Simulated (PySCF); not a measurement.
**Computed properties of CH6ClFSi2, SMILES F[SiH2]C[SiH2]Cl**

CH₆ClFSi₂, SMILES [SiH2](C[SiH2]Cl)F. Geometry optimised at PBE0-D3(BJ)/def2-SVP. The structure was generated by enumeration, and PubChem lists no compound with its InChIKey, so it may never have been made. Other conformers were not sampled. All values are computed for the isolated molecule unless a solvent is named; none is compared with measurement here.

**Structure.** All 27 harmonic modes at PBE0-D3(BJ)/def2-SVP (PySCF) are real, so it is a minimum. With heavy atoms numbered as in [SiH2:1]([F:2])[CH2:3][SiH2:4][Cl:5], the shortest bond between them is Si1–F2 at 1.630 Å and the longest Si4–Cl5 at 2.080 Å.

**Vibrations.** The strongest infrared lines (harmonic, unscaled, degenerate partners summed) lie at 912 cm⁻¹ (253 km/mol, H 73 %, Si 14 %), 962 cm⁻¹ (205 km/mol, H 87 %, Si 10 %), 1080 cm⁻¹ (192 km/mol, H 55 %, C 39 %). The softest mode is at 52 cm⁻¹ and the zero-point energy is 41.7 kcal/mol.

**Electronic structure.** B3LYP/def2-TZVP (PySCF) places the frontier levels at -8.65 and -0.28 eV, a gap of 8.37 eV, and gives a dipole moment of 1.63 D and a mean polarisability of 72.3 bohr³. PBE/def2-TZVP (PySCF) at the same geometry gives -7.55 and -0.97 eV, so its gap is 1.79 eV narrower. An orbital gap is neither the optical nor the fundamental gap.

**Excitations.** TDA-CAM-B3LYP/def2-SVPD (PySCF) has S1 at 7.59 eV (163 nm, f = 0.001, dark); the most intense of the 10 singlets computed lies at 8.80 eV (f = 0.09). T1 (TDA) is at 7.18 eV, 0.41 eV under S1. TDA-PBE/def2-SVPD (PySCF) puts S1 at 6.61 eV. No vertical singlet excitation falls in the visible range (under 3.1 eV).

**NMR.** GIAO shifts at PBE0/pcSseg-1 (PySCF) (non-relativistic, atoms alike by connectivity averaged): ¹³C at 3.1 ppm against TMS; ¹H from 0.9 to 5.5 ppm against TMS; ²⁹Si from -5.1 to 7.5 ppm against TMS; ¹⁹F at -217.5 ppm against CFCl3. Without spin–orbit terms, shifts of atoms bonded to Cl or Br come out too high.

**Solvation.** SMD-B3LYP/6-31G* (PySCF) gives 0.1 kcal/mol in water, -3.0 kcal/mol in toluene, -4.0 kcal/mol in chloroform (1 M in both phases, gas-phase geometry); of these solvents chloroform holds the molecule best.
